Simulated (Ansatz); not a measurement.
Basis-set series for `C[Si@@H]1N[C@H]1F`. The species carries charge 0 and has multiplicity 1. All single points use the PBE0-D4/def2-TZVP geometry.

| functional | basis | functions | energy (Eh) | HOMO (eV) | LUMO (eV) |
| --- | --- | --- | --- | --- | --- |
| PBE0-D4 | def2-TZVPP | 250 | -523.62644 | -7.32 | 0.16 |
| PBE0-D4 | def2-QZVPP | 478 | -523.64967 | -7.36 | 0.02 |
| ωB97M-V | def2-TZVPP | 250 | -523.88952 | -9.57 | 1.85 |
| ωB97M-V | def2-QZVPP | 478 | -523.91143 | -9.61 | 1.47 |

**Question.** Give the rows for def2-SVP. (Estimate.)

**Answer.** Ansatz gave: 
```csv
functional,basis,functions,energy (Eh),HOMO (eV),LUMO (eV)
PBE0-D4,def2-SVP,104,-523.24438,-7.20,0.60
ωB97M-V,def2-SVP,104,-523.49778,-9.43,2.52
```

Positive LUMOs are unbound and depend on the basis.
